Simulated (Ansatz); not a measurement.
System: trifluoro(iodo)germane, sum formula GeIF$_{3}$ (charge 0, singlet). 
Structure (B3LYP-D3(BJ)/def2-TZVP (Ansatz, a quantum-chemistry and plane-wave program) minimum search):
```
Ge
F 1 1.7164
F 1 1.7164 2 106.37
F 1 1.7164 2 106.37 3 113.12
I 1 2.4642 2 112.41 4 123.44
```
Charge 0, spin multiplicity 1.

Dipole moments at this geometry, in debye (magnitudes).

| level | program | dipole (D) |
|---|---|---|
| BLYP/def2-TZVPD | Ansatz | 2.56 |
| PBE0/def2-TZVPD | Ansatz | 2.61 |
| BHLYP/def2-TZVPD | Ansatz | 2.77 |
| r2SCANh/def2-TZVPD | Ansatz | 2.54 |
| wB97X-V/def2-TZVPD | Ansatz | 2.57 |
| CCSD(T)/def2-SVPD | Ansatz | 2.77 |
